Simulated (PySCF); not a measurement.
# One molecule, a ladder of functionals, a line

Molecule: `BC(B)B(Cl)Cl`, CH5B3Cl2.

Atom-mapped SMILES (the numbers label the heavy atoms): `[BH2:1][CH:2]([BH2:3])[B:4]([Cl:5])[Cl:6]` (H(Xn): hydrogen on atom n).

GIAO shieldings (ppm, equivalent atoms averaged) in PySCF 2.14 on the PBE0-D3(BJ)/def2-SVP geometry, basis pcSseg-2, gas phase, non-relativistic:

```tsv
functional	exact exchange (%)	σ(B1/B3)	σ(C2)	σ(Cl5/Cl6)
BLYP	0	13.0	59.9	616.4
BP86	0	16.6	63.0	624.1
PBE	0	14.8	61.9	622.6
B3LYP	20	16.7	70.2	650.2
mPW1PW91	25	20.5	75.6	665.0
BHandHLYP	50	23.3	84.3	694.0
HF	100	38.3	106.3	758.6
```

**Question.** Fit each shielding as a line in the percentage of exact exchange.

**Answer.** σ(B1/B3) = 14.1 + 0.23 x (rms 1.7 ppm); σ(C2) = 62.0 + 0.45 x (rms 1.3 ppm); σ(Cl5/Cl6) = 623.1 + 1.38 x (rms 4.0 ppm). The functionals also differ in their semilocal parts, which the line can't hold; Hartree–Fock has no correlation at all.

**Question.** What does the line predict for PBE0 (25 %), and what does the run give?

**Answer.** σ(B1/B3): 19.9 predicted, 19.9 computed; σ(C2): 73.2 predicted, 75.0 computed; σ(Cl5/Cl6): 657.6 predicted, 664.7 computed ppm.
